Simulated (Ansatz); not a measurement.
`[OH][Ge]([F])[F]` radical, relaxed with UKS PBE0-D4/def2-TZVP in Ansatz 0.2.0 from a PBE-D4/def2-SVP geometry. The force threshold is 0.005 eV/Å; the program also tests the step.

Total charge 0; spin multiplicity 2.

Start:

```xyz
5

O    -0.462    0.343    1.119
Ge   -0.240   -0.393   -0.508
F     0.670   -1.860   -0.192
F     0.826    0.649   -1.456
H    -0.794    1.260    1.037
```

Problem. By how much does the energy fall, and how many steps does the optimiser take? (Estimate.)

Solution. Computed: 1.13 kcal/mol, in 5 steps.

Problem. Which bonds change most? (An estimate is asked.)

Solution. The calculation gave: O1–Ge2 from 1.800 to 1.763 Å; Ge2–F4 from 1.766 to 1.735 Å; Ge2–F3 from 1.755 to 1.724 Å; O1–H5 from 0.979 to 0.963 Å.

Problem. Give the relaxed structure. (Best estimate.)

Solution. Computed: 
```xyz
5

O    -0.482    0.332    1.085
Ge   -0.235   -0.396   -0.502
F     0.670   -1.829   -0.189
F     0.805    0.639   -1.429
H    -0.758    1.253    1.033
```
